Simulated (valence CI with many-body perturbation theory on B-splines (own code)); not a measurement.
## Hyperfine factors and g values of Rb VI

Method: configuration interaction combined with many-body perturbation theory (CI+MBPT): four valence electrons over a frozen Dirac-Fock core [Ar] 3d10, a basis of 11 s, 11 p, 9 d, 7 f, 5 g, 2 h, 1 i functions for each j, with the one-electron correlation potential Σ1 (screened to all orders), the two-electron term Σ2, the three-electron term Σ3, Breit, model QED; selected single and double excitations, second order for the rest, scaled by the run's own slope (own B-spline code, finite nucleus).

Against 13 measured levels this calculation errs by 109 cm⁻¹ on average and by 203 at most. These come from a selection out of Sansonetti, J. Phys. Chem. Ref. Data 35, 301 (2006). Levels without a partner in it may be off by more. Among the levels kept, up to 370 cm⁻¹ of a level comes from second order outside the variational space, and about a tenth of that is noise between levels of different J, which matters for small intervals.

A/g_I is the dipole constant over the nuclear g factor μ/I (μ in nuclear magnetons, uniformly magnetised nucleus), B/Q the quadrupole constant per barn. Both hold the static response of the core; the bare values leave it out. Large factors of s and p1/2 electrons are usually good to 5 to 10 %; those of open d and f shells near neutrality can be off by tens of per cent, and small factors of p3/2, d and f electrons come from cancelling terms and can be off by a factor of two or in sign, in half-filled shells by more. B is blank for J = 1/2, where it vanishes, and for nearly pure S terms. Energies count from the lowest level. Levels with J = 0 are left out.

Names give the largest LS component (configuration and term), which can be under half, so a name can repeat, a term be missing and a line seem to break the LS rules; names also repeat where a configuration has a term twice.

```tsv
Level	E (eV)	g	A/g_I (MHz)	A/g_I bare	B/Q (MHz/b)	B/Q bare
4s²4p² ³P_1	0.636	1.501	-146	-212	1500	1340
4s²4p² ³P_2	1.226	1.439	2600	2310	-2100	-1870
4s²4p² ¹D_2	2.946	1.061	2430	2240	5050	4500
4s4p³ ⁵S°_2	14.005	1.995	9110	8320		
4s4p³ ³D°_1	18.395	0.543	-6020	-5500	1200	1070
4s4p³ ³D°_2	18.412	1.190	4930	4540	2330	2080
4s4p³ ³D°_3	18.630	1.334	7970	7320	-370	-324
4s4p³ ³P°_1	20.996	1.464	11000	10100	-1390	-1230
4s4p³ ³P°_2	21.076	1.458	8210	7540	-2350	-2110
4s4p³ ¹D°_2	23.301	1.025	3040	2810	-766	-714
4s4p³ ³S°_1	25.917	1.763	-5280	-4970	-49.5	-45.0
4s4p³ ¹P°_1	27.365	1.231	-608	-596	44.6	43.9
4s²4p4d ³F°_2	27.548	0.673	2330	2170	2210	1920
4s²4p4d ³F°_3	27.992	1.085	1400	1280	2290	1970
4s²4p4d ³F°_4	28.673	1.250	709	629	3530	3060
4s²4p4d ³P°_2	30.440	1.255	448	405	77.6	26.4
4s²4p4d ³P°_1	30.941	1.020	-1600	-1480	569	492
4s²4p4d ¹D°_2	31.274	1.152	435	367	-294	-302
4s²4p4d ³D°_1	31.717	0.989	1030	963	-1740	-1530
4s²4p4d ³D°_3	31.847	1.325	1360	1220	-2230	-2000
4s²4p4d ³D°_2	31.890	1.254	1390	1270	-2230	-1980
4s²4p4d ¹F°_3	34.109	1.007	1120	1030	3530	3090
4s²4p4d ¹P°_1	34.790	0.991	-557	-508	378	316
4s²4p5s ³P°_1	37.773	1.411	9460	8780	-775	-691
4p⁴ ³P_2	38.700	1.440	2470	2250	1050	933
4s²4p5s ³P°_2	38.891	1.501	4070	3740	3180	2830
4s²4p5s ¹P°_1	39.320	1.089	19.1	-63.0	2360	2110
4p⁴ ³P_1	39.576	1.500	1360	1230	-928	-825
4p⁴ ¹D_2	40.280	1.061	3160	2910	-4580	-4090
4s4p²4d ⁵F_1	41.277	0.030	-7450	-6810	-266	-262
4s4p²4d ⁵F_2	41.422	1.025	1070	989	467	387
4s4p²4d ⁵F_3	41.656	1.269	3090	2830	726	597
4s4p²4d ⁵F_4	41.998	1.359	3890	3570	187	93.9
4s4p²4d ⁵F_5	42.443	1.398	4650	4270	-2810	-2590
```

Question: Take the isotope of mass number 87, with I = 3/2, μ = 2.75129 μN and Q = 0.1335 b. What is the hyperfine structure of 4s²4p² ¹D_2?

Answer: From the table A = 4460 MHz, B = 674 MHz. Shifts from the centre of gravity in MHz: F = 1/2: -19500, F = 3/2: -13400, F = 5/2: -2650, F = 7/2: 13500.
